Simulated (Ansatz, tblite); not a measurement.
Cost and result up the ladder for NbSeF₃ (5 atoms). Total charge 0; singlet. Geometry: r2SCAN-D4/def2-SVP.

```
atom   x (Å)   y (Å)   z (Å)
 Nb1  -0.069  -0.080  -0.015
 Se2   1.404   1.626   0.299
  F3   0.896  -1.620  -0.380
  F4  -1.168   0.357  -1.442
  F5  -1.062  -0.283   1.537
```

Ansatz on 4 threads of Arm Neoverse V2 on a shared host; xTB runs through tblite on one thread. Times are rough, summed over both states, and most runs start from the orbitals of an earlier one. PBE0-D4/def2-TZVP serves as the yardstick here, not as an exact answer. The other state is a triplet.

In the def2 sets Nb takes a core potential; there is no spin–orbit coupling. The xTB rows come from tblite.

xTB has no spin-polarisation term.

```json
{"level": "GFN2-xTB", "functions": "30", "wall time": "0.007 s", "vertical triplet (eV)": "2.62", "difference from PBE0-D4/def2-TZVP (eV)": "-0.10"}
{"level": "GFN1-xTB", "functions": "30", "wall time": "0.018 s", "vertical triplet (eV)": "1.97", "difference from PBE0-D4/def2-TZVP (eV)": "-0.75"}
{"level": "PBE-D4/def2-TZVP", "functions": "181", "wall time": "9.9 s", "vertical triplet (eV)": "3.13", "difference from PBE0-D4/def2-TZVP (eV)": "0.41"}
{"level": "PBE0-D4/def2-TZVP (with forces)", "functions": "181", "wall time": "21 s", "vertical triplet (eV)": "2.72", "difference from PBE0-D4/def2-TZVP (eV)": "0.00"}
{"level": "r2SCAN-D4/def2-TZVP", "functions": "181", "wall time": "25 s", "vertical triplet (eV)": "3.00", "difference from PBE0-D4/def2-TZVP (eV)": "0.28"}
```
